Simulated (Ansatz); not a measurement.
`[SiH3]OCCCl` + `C[O][Sb]([CH3])[O]C` → `C[O][Sb]([SiH3])[O]C` + `COCCCl`  (formal exchange of groups at the Si–O bond)

Isolated molecules relaxed with PBE0-D4/def2-TZVP in Ansatz; ΔE leaves out vibrations. CBS: MP2 limit from def2 TZ/QZ plus the TZ coupled-cluster correction, frozen cores. DFT in def2-TZVPP. Elements past krypton have def2 core potentials. For Sb outer-core shells are correlated without core-valence functions, which leaves a few kJ/mol of doubt a bond. One conformer a species, not always the lowest.

`[SiH3]OCCCl`:

Z-matrix (Å, degrees):
```
Si
O 1 1.647
H 1 1.480 2 106.2
H 1 1.489 2 110.6 3 -120.0
H 1 1.489 2 110.6 3 120.0
C 2 1.409 1 122.7 3 180.0
C 6 1.510 2 107.5 1 -179.5
H 6 1.097 2 111.1 1 -59.5
H 6 1.097 2 111.1 1 60.6
Cl 7 1.777 6 109.9 2 -179.9
H 7 1.089 6 110.9 2 60.9
H 7 1.089 6 110.9 2 -60.8
```

`C[O][Sb]([CH3])[O]C`:

Z-matrix (Å, degrees):
```
C
O 1 1.408
H 1 1.094 2 108.0
H 1 1.097 2 111.7 3 118.7
H 1 1.096 2 112.3 3 -119.3
Sb 2 1.960 1 121.0 3 163.4
O 6 1.967 2 97.6 1 -50.3
C 6 2.138 2 98.0 1 40.4
C 7 1.407 6 119.0 2 -79.8
H 8 1.091 6 109.3 2 177.4
H 8 1.091 6 110.2 2 57.4
H 8 1.090 6 108.6 2 -63.4
H 9 1.097 7 111.9 6 71.8
H 9 1.099 7 112.7 6 -50.1
H 9 1.094 7 108.2 6 -169.2
```

`C[O][Sb]([SiH3])[O]C`:

Z-matrix (Å, degrees):
```
C
O 1 1.407
H 1 1.097 2 111.3
H 1 1.099 2 112.9 3 -121.7
H 1 1.094 2 108.5 3 118.9
Sb 2 1.969 1 119.5 3 87.4
O 6 1.969 2 99.6 1 -90.0
Si 6 2.587 2 89.2 1 -179.1
C 7 1.407 6 119.5 2 90.1
H 8 1.487 6 109.4 2 170.8
H 8 1.487 6 109.4 2 -70.3
H 8 1.483 6 108.7 2 50.3
H 9 1.094 7 108.5 6 153.6
H 9 1.099 7 112.9 6 34.2
H 9 1.097 7 111.3 6 -87.5
```

`COCCCl`:

Z-matrix (Å, degrees):
```
C
O 1 1.404
H 1 1.090 2 107.2
H 1 1.098 2 111.2 3 -118.9
H 1 1.097 2 112.6 3 119.1
C 2 1.403 1 114.1 3 176.1
C 6 1.517 2 111.4 1 82.4
H 6 1.092 2 107.1 1 -158.1
H 6 1.098 2 111.2 1 -40.4
Cl 7 1.780 6 109.9 2 178.7
H 7 1.089 6 112.1 2 -62.5
H 7 1.089 6 110.7 2 59.8
```

```tsv
level	ΔE (eV)
PBE0-D4	1.41
MP2/def2-QZVPP	1.74
```

(1) What does CCSD(T)/CBS give? (Best estimate.)

Largest T1 diagnostic among the species: 0.015.

Results:

(1) Ansatz gave: +1.63 eV. The listed levels differ from it by -0.22, 0.11 eV.

From PBE to PBE0 (25 % exact exchange), in def2-TZVPP and without D4, ΔE moves by +0.09 eV.
